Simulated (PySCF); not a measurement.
SMILES CC(C)(C)[CH2][GeH3] (C₅H₁₄Ge), GFN2-xTB optimised geometry. Atoms within 1.6 Å of the plane z = 0.0 Å (x, y, z in Å): C1 (1.37, 0.73, 0.00), C2 (-0.16, 0.73, 0.00), C3 (-0.66, 2.18, 0.00), C4 (-0.67, 0.02, -1.25), C5 (-0.68, 0.03, 1.25), Ge6 (-0.40, -1.92, 1.41), H7 (1.75, -0.29, 0.01), H8 (1.75, 1.23, -0.89), H9 (1.75, 1.25, 0.88), H10 (-0.33, 2.70, 0.90), H11 (-0.27, 2.71, -0.86), H12 (-1.75, 2.21, -0.04), H14 (-1.75, -0.06, -1.23), H15 (-0.25, -0.99, -1.31), H17 (-1.76, 0.19, 1.33), H19 (1.02, -2.36, 1.20), H20 (-1.24, -2.71, 0.45).

Computed with CAM-B3LYP/def2-SVP (PySCF 2.14.0). Cells within 0.4 Å of a nucleus heavier than hydrogen are left out (blank, or x).

Map of the deformation density (molecule minus spherical neutral atoms) (e/bohr³) on the plane z = 0.0 Å:

```
|111111111111111111111111111|
|111111111111111111111111111|
|111111111111111111111111111|
|111111111111111111111111111|
|111111111111111111111111111|
|111111111100111111111111111|
|111111111321311111111111111|
|11111111398xx00011111111111|
|11111111266xx10001111111111|
|111111111114830001111111111|
|111111111002743324211111111|
|111111111000xx78xx001111111|
|1111111110013x344x311111111|
|111111111000100139611111111|
|111111111000000025311111111|
|111111111100000111011111111|
|111111111111011111111111111|
|111111111111111111111111111|
|111111111111111111111111111|
|111111111122111111111111111|
|111111111122111111111111111|
|111111111111111111111111111|
|111111111111111111111111111|
|111111111111111111111111111|
|111111111111111111111111111|
|111111111111111111111111111|
|111111111111111111111111111|
```
Scale: ten equal steps from -0.020 (start of '0') to 0.094 (end of '9'), in the order '0123456789'; x runs from -5.00 to 5.00, y from -5.00 (bottom) to 5.00 (top).
